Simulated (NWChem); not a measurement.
System: Si2H2, singlet; SMILES [Si]=[SiH2]

Excerpt of the output:

```
             Northwest Computational Chemistry Package (NWChem) 7.3.0
             --------------------------------------------------------

 C2V symmetry detected

                             Geometry "geometry" -> ""
                             -------------------------

 Output coordinates in angstroms (scale by  1.889725989 to convert to a.u.)

  No.       Tag          Charge          X              Y              Z
 ---- ---------------- ---------- -------------- -------------- --------------
    1 Si                  14.0000     0.00000000     0.00000000     0.97820578
    2 Si                  14.0000     0.00000000     0.00000000    -1.23833611
    3 H                    1.0000     0.00000000     1.24964323     1.82091228
    4 H                    1.0000     0.00000000    -1.24964323     1.82091228

 Effective nuclear repulsion energy (a.u.)      61.3190149411

      Symmetry information
      --------------------

 Group name             C2v
 Group number             16
 Group order               4
 No. of unique centers     3

                                 NWChem DFT Module
                                 -----------------

 Summary of "ao basis" -> "ao basis" (spherical)
 ------------------------------------------------------------------------------
       Tag                 Description            Shells   Functions and Types
 ---------------- ------------------------------  ------  ---------------------
 Si                          sto-3g                  5        9   3s2p
 H                           sto-3g                  1        1   1s

      Symmetry analysis of basis
      --------------------------

        a1         11
        a2          0
        b1          4
        b2          5

            General Information
            -------------------
          SCF calculation type: DFT
          Wavefunction type:  closed shell.
          No. of atoms     :     4
          No. of electrons :    30
           Alpha electrons :    15
            Beta electrons :    15
          Charge           :     0
          Spin multiplicity:     1
          Use of symmetry is: on ; symmetry adaption is: on
          Maximum number of iterations: 150
          AO basis - number of functions:    20
                     number of shells:    12
          Convergence on energy requested:  1.00D-06
          Convergence on density requested:  1.00D-05
          Convergence on gradient requested:  5.00D-04

              XC Information
              --------------
                  TPSS metaGGA Exchange Functional  1.000
             TPSS03 metaGGA Correlation Functional  1.000

             Grid Information
             ----------------
          Grid used for XC integration:  medium
          Radial quadrature: Mura-Knowles
          Angular quadrature: Lebedev.
          Tag              B.-S. Rad. Rad. Pts. Rad. Cut. Ang. Pts.
          ---              ---------- --------- --------- ---------
          Si                  1.10       88           9.0       590
          H                   0.35       45           9.0       434
          Grid pruning is: on
          Number of quadrature shells:   221
          Spatial weights used:  Erf1

      Superposition of Atomic Density Guess
      -------------------------------------

 Sum of atomic energies:        -571.83508117

      Non-variational initial energy
      ------------------------------

 Total energy =    -571.441890
 1-e energy   =    -924.122294
 2-e energy   =     291.361389
 HOMO         =       0.086262
 LUMO         =       0.156414

      Symmetry analysis of molecular orbitals - initial
      -------------------------------------------------

  Numbering of irreducible representations:

     1 a1          2 a2          3 b1          4 b2

  Orbital symmetries:

     1 a1          2 a1          3 a1          4 a1          5 a1
     6 b2          7 b1          8 a1          9 b2         10 b1
    11 a1         12 a1         13 b2         14 a1         15 b1
    16 b2         17 b1         18 a1         19 b2         20 a1

     ---------------------------------------------
      Total Density - Mulliken Population Analysis
     ---------------------------------------------

    Atom       Charge   Shell Charges
 -----------   ------   -------------------------------------------------------
    1 Si  14    13.99   2.00  1.99  5.90  1.48  2.62
    2 Si  14    13.64   2.00  2.00  5.88  1.93  1.83
    3 H    1     1.18   1.18
    4 H    1     1.18   1.18

   convergence    iter        energy       DeltaE   RMS-Dens  Diis-err
 ---------------- ----- ----------------- --------- --------- ---------
 d= 0,ls=0.0,diis     1   -573.3164502083 -6.35D+02  6.25D-02  1.13D-01
 d= 0,ls=0.0,diis     2   -573.2251961589  9.13D-02  7.45D-02  3.62D-01
 d= 0,ls=0.0,diis     3   -573.2968019661 -7.16D-02  2.50D-02  1.35D-01
 d= 0,ls=0.0,diis     4   -573.3319238597 -3.51D-02  3.20D-03  1.66D-03
 d= 0,ls=0.0,diis     5   -573.3324113321 -4.87D-04  4.46D-04  6.92D-05
  Resetting Diis
 d= 0,ls=0.0,diis     6   -573.3324255156 -1.42D-05  1.22D-04  3.38D-06
 d= 0,ls=0.0,diis     7   -573.3324264028 -8.87D-07  8.97D-05  5.10D-08
 d= 0,ls=0.0,diis     8   -573.3324261700  2.33D-07  7.27D-05  9.41D-07
 d= 0,ls=0.0,diis     9   -573.3324264162 -2.46D-07  6.46D-07  3.89D-11

         Total DFT energy =     -573.332426416182
      One electron energy =     -922.213789985776
           Coulomb energy =      330.255746176584
    Exchange-Corr. energy =      -42.693397548133
 Nuclear repulsion energy =       61.319014941143

 Numeric. integr. density =       30.000000856366

                  Occupations of the irreducible representations
                  ----------------------------------------------

                     irrep           alpha         beta
                     --------     --------     --------
                     a1                9.0          9.0
                     a2                0.0          0.0
                     b1                3.0          3.0
                     b2                3.0          3.0

                       DFT Final Molecular Orbital Analysis
                       ------------------------------------

 Vector   13  Occ=2.000000D+00  E=-2.277134D-01  Symmetry=b2
              MO Center=  6.6D-32,  8.5D-17,  1.5D+00, r^2= 2.1D+00
   Bfn.  Coefficient  Atom+Function         Bfn.  Coefficient  Atom+Function
  ----- ------------  ---------------      ----- ------------  ---------------
    19      0.499526  3 H  s                 20     -0.499526  4 H  s
     8      0.448005  1 Si py                 4     -0.199788  1 Si py
    17      0.079608  2 Si py                13     -0.031953  2 Si py

 Vector   14  Occ=2.000000D+00  E=-1.026717D-01  Symmetry=a1
              MO Center=  6.9D-18,  2.2D-17, -6.6D-01, r^2= 3.0D+00
   Bfn.  Coefficient  Atom+Function         Bfn.  Coefficient  Atom+Function
  ----- ------------  ---------------      ----- ------------  ---------------
    15      0.562415  2 Si s                 18     -0.538062  2 Si pz
     9      0.443875  1 Si pz                 6     -0.373978  1 Si s
    19      0.236384  3 H  s                 20      0.236384  4 H  s
    14      0.213747  2 Si pz                 5     -0.175635  1 Si pz
    11     -0.152409  2 Si s                  2      0.102638  1 Si s

 Vector   15  Occ=2.000000D+00  E=-2.585336D-02  Symmetry=b1
              MO Center= -1.1D-24, -2.6D-38, -1.6D-01, r^2= 2.5D+00
   Bfn.  Coefficient  Atom+Function         Bfn.  Coefficient  Atom+Function
  ----- ------------  ---------------      ----- ------------  ---------------
    16      0.701898  2 Si px                 7      0.678773  1 Si px
    12     -0.250817  2 Si px                 3     -0.242808  1 Si px

 Vector   16  Occ=0.000000D+00  E= 1.103015D-02  Symmetry=b2
              MO Center= -2.0D-32, -1.6D-18, -1.1D+00, r^2= 1.7D+00
   Bfn.  Coefficient  Atom+Function         Bfn.  Coefficient  Atom+Function
  ----- ------------  ---------------      ----- ------------  ---------------
    17      1.004833  2 Si py                13     -0.351688  2 Si py
    19     -0.172531  3 H  s                 20      0.172531  4 H  s
     8      0.103618  1 Si py                 4     -0.030165  1 Si py

 Vector   17  Occ=0.000000D+00  E= 9.378115D-02  Symmetry=b1
              MO Center=  2.3D-23,  8.4D-41, -9.7D-02, r^2= 2.7D+00
   Bfn.  Coefficient  Atom+Function         Bfn.  Coefficient  Atom+Function
  ----- ------------  ---------------      ----- ------------  ---------------
     7      0.791166  1 Si px                16     -0.770702  2 Si px
     3     -0.268963  1 Si px                12      0.261761  2 Si px

 Vector   18  Occ=0.000000D+00  E= 2.147773D-01  Symmetry=a1
              MO Center=  4.0D-18, -3.2D-16,  4.5D-01, r^2= 3.3D+00
   Bfn.  Coefficient  Atom+Function         Bfn.  Coefficient  Atom+Function
  ----- ------------  ---------------      ----- ------------  ---------------
     6      1.052830  1 Si s                 18     -0.786543  2 Si pz
    19     -0.587824  3 H  s                 20     -0.587824  4 H  s
    15     -0.279911  2 Si s                 14      0.247575  2 Si pz
     2     -0.214692  1 Si s                  1      0.067699  1 Si s
    11      0.059247  2 Si s

     ---------------------------------------------
      Total Density - Mulliken Population Analysis
     ---------------------------------------------

    Atom       Charge   Shell Charges
 -----------   ------   -------------------------------------------------------
    1 Si  14    13.89   2.00  1.99  5.88  1.40  2.62
    2 Si  14    13.85   2.00  2.00  5.87  1.94  2.04
    3 H    1     1.13   1.13
    4 H    1     1.13   1.13

     -------------------------------------------
      Total Density - Lowdin Population Analysis
     -------------------------------------------

    Atom       Charge   Shell Charges
 -----------   ------   -------------------------------------------------------
    1 Si  14    13.87   2.00  1.98  5.83  1.32  2.74
    2 Si  14    13.86   2.00  2.00  5.80  1.91  2.16
    3 H    1     1.13   1.13
    4 H    1     1.13   1.13

     Multipole analysis of the density
     ---------------------------------

     L   x y z        total         alpha         beta         nuclear
     -   - - -        -----         -----         ----         -------
     0   0 0 0     -0.000000    -15.000000    -15.000000     30.000000

     1   1 0 0      0.000000      0.000000      0.000000      0.000000
     1   0 1 0      0.000000      0.000000      0.000000      0.000000
     1   0 0 1     -0.352259     -0.176129     -0.176129      0.000000

     2   2 0 0    -17.058682     -8.529341     -8.529341      0.000000
     2   1 1 0      0.000000      0.000000      0.000000      0.000000
     2   1 0 1      0.000000      0.000000      0.000000      0.000000
     2   0 2 0    -15.938714    -13.545960    -13.545960     11.153207
     2   0 1 1     -0.000000     -0.000000     -0.000000      0.000000
     2   0 0 2    -18.822855    -83.504804    -83.504804    148.186753
```

Level: TPSS/STO-3G. Low-valent species are run as closed-shell singlets; no triplet was tried in these runs. Coordinates come from a PBE-D3(BJ)/def2-SVP optimisation.

Problem. Which NWChem input produces such a log?

Solution. Several could match; the one computed here: the input that was run:
```
start job
memory heap 200 mb stack 900 mb global 1100 mb
geometry units angstroms noautoz
  Si     0.171131     0.985458     0.000000
  Si    -0.242773    -1.192096     0.000000
  H      1.556384     1.579824     0.000000
  H     -0.898896     2.046764     0.000000
end
basis spherical
  * library sto-3g
end
dft
  xc xtpss03 ctpss03
  iterations 150
  mulliken
end
task dft energy
```
